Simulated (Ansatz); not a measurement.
Ansatz results at the PBE0-D4/def2-TZVP geometry: HOMO–LUMO gap (ωB97M-V/def2-TZVPP) 10.68 eV; LUMO energy (B3LYP/def2-TZVPP) -1.19 eV; HOMO energy (PBE/def2-TZVPP) -6.42 eV.

Each molecule was computed in one conformer, which needn't be the lowest.

(1) Which molecule gave them?
A. `CN1B[SiH]1C`
B. `B/C=C(\F)C=C`
C. `C=NB(C)[SiH3]`
D. `B[SiH](C)N=C`

## Answers

(1) C. The others give `CN1B[SiH]1C`: 10.49, -0.31, -5.60; `B[SiH](C)N=C`: 8.96, -2.51, -5.58; `B/C=C(\F)C=C`: 9.04, -2.67, -6.57.

B3LYP here is the variant with VWN-RPA as its local correlation; programs differ in this.
